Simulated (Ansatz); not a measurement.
Input for Ansatz (development build ahead of 0.2.0):

```yaml
crystal:
  periodic: [false, false, false]
  atoms:
    - { symbol: Ti, position_ang: [-0.04236, 0.02189, -0.37374] }
    - { symbol: O, position_ang: [-0.02015, 1.35674, 0.56816] }
    - { symbol: O, position_ang: [-0.01393, -1.37363, 0.53393] }
basis:
  gaussian: { orbitals: STO-3G }
hamiltonian:
  xc: hf
```

The input is written out in the form of the current development build from the run's settings.

Results

* Converged: yes
* Total energy: -987.45041 hartree
* Spin squared of the determinant: 0.000

Caution: no unrestricted run beside it, a lower state can exist; other spin multiplicities were not run.
